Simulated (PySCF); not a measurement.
Species: `N1C[C@H](C[SiH2]1)C[SiH3]`. The columns A, B, C and D hold Mulliken, IAO, Hirshfeld and ESP-fitted charges (e) of one PBE0/pcSseg-1 density (PySCF), in a shuffled order. Coordinates in Å (GFN2-xTB); the density's dipole moment is (-0.63, -1.03, -0.13) D.

```tsv
atom	x	y	z	A	B	C	D
Si1	2.834	-0.035	-0.360	+0.593	+0.486	+0.463	+0.311
C2	1.220	-1.032	-0.233	-0.530	-0.447	-0.452	-0.154
C3	0.058	-0.241	0.359	-0.087	-0.365	+0.351	-0.023
C4	-1.219	-1.078	0.475	-0.138	+0.095	-0.046	-0.026
N5	-2.297	-0.150	0.747	-0.691	-0.665	-0.767	-0.251
Si6	-2.077	1.409	0.068	+0.886	+0.792	+0.621	+0.368
C7	-0.295	1.007	-0.452	-0.549	-0.496	-0.422	-0.163
H8	3.054	0.711	0.881	-0.122	-0.082	-0.124	-0.078
H9	2.785	0.900	-1.487	-0.121	-0.079	-0.127	-0.079
H10	3.945	-0.969	-0.571	-0.118	-0.088	-0.122	-0.082
H11	0.933	-1.393	-1.224	+0.140	+0.134	+0.111	+0.037
H12	1.388	-1.922	0.381	+0.143	+0.141	+0.093	+0.039
H13	0.326	0.080	1.372	+0.130	+0.132	+0.008	+0.035
H14	-1.389	-1.636	-0.459	+0.105	+0.094	+0.058	+0.025
H15	-1.139	-1.807	1.289	+0.132	+0.115	+0.062	+0.037
H16	-3.180	-0.580	0.961	+0.255	+0.181	+0.375	+0.114
H17	-2.203	2.426	1.114	-0.152	-0.117	-0.146	-0.090
H18	-2.925	1.740	-1.086	-0.158	-0.126	-0.146	-0.091
H19	-0.246	0.777	-1.517	+0.140	+0.135	+0.116	+0.036
H20	0.423	1.802	-0.263	+0.144	+0.160	+0.093	+0.036
```

Which column most likely holds the ESP-fitted charges?

C. Σ q r misses the density's dipole by 0.03 D (C), 0.85 D (D), 1.78 D (A), 1.90 D (B). Charges fitted to the outside potential are the only set here that is tied to the molecule's multipoles.

And the Hirshfeld charges?

D. The mean sizes are 0.104 e (D), 0.235 e (C), 0.247 e (B), 0.267 e (A), and Hirshfeld charges are commonly the smallest of these schemes.

As computed, A = IAO, B = Mulliken, C = ESP-fitted, D = Hirshfeld. Hydrogens on carbon: IAO +0.11 to +0.14, Mulliken +0.09 to +0.16, ESP-fitted +0.01 to +0.12, Hirshfeld +0.02 to +0.04 e.

The Mulliken scheme counts on each atom the diagonal of the density matrix times the overlap matrix over that atom's basis functions. The ESP scheme fits charges at the nuclei, held to the total charge, to the electrostatic potential on points at 1.4 to 2.0 times the van der Waals radii.

Isolated species at its GFN2-xTB geometry (one conformer only).

The run behind these numbers computed NMR shieldings as well. Time: 74 s (with the writing of density and orbital grids); peak memory 0.88 GiB. Hardware: an Arm Neoverse N1 with one thread, no GPU, shared host with 64 logical CPUs at a one-minute load of 60.
